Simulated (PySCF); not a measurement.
N (nitrogen, neutral): UHF calculation

Configuration: [He] 2s2 2p3, high-spin 4S determinant. Calculation: PySCF 2.14, in def2-TZVP (5s3p2d1f, 31 functions); no relativity, point nucleus.

| Item | Value |
| --- | --- |
| Total energy | -54.402747 hartree |
| One-electron energy | -73.9557 hartree |
| Hartree (Coulomb) energy | 26.1597 hartree |
| Exchange energy | -6.6067 hartree |
| Kinetic energy | 54.40587 hartree |
| ⟨S²⟩ | 3.7577 |
| ⟨L²⟩ | 0.000 |
| Sum of ⟨r⟩ | 7.344 bohr |
| Sum of ⟨r²⟩ | 12.05 bohr² |
| Density at the nucleus (Gaussians lack the cusp) | 200 bohr⁻³ |
| Spin density at the nucleus | 0.126 bohr⁻³ |
| Langevin diamagnetic susceptibility | -9.54 ×10⁻⁶ cm³/mol |
| Time after the integrals | 0.12 s of wall time on 1 thread of Neoverse-N1 (shared host) |

| shell | electrons | mean orbital energy (eV) | rms radius, mean of both spins (bohr) |
| --- | --- | --- | --- |
| 1s α | 1 | -426.42 | 0.265 |
| 1s β | 1 | -423.94 | 0.265 |
| 2s α | 1 | -31.630 | 1.48 |
| 2s β | 1 | -19.739 | 1.48 |
| 2p α | 3 | -15.527 | 1.58 |
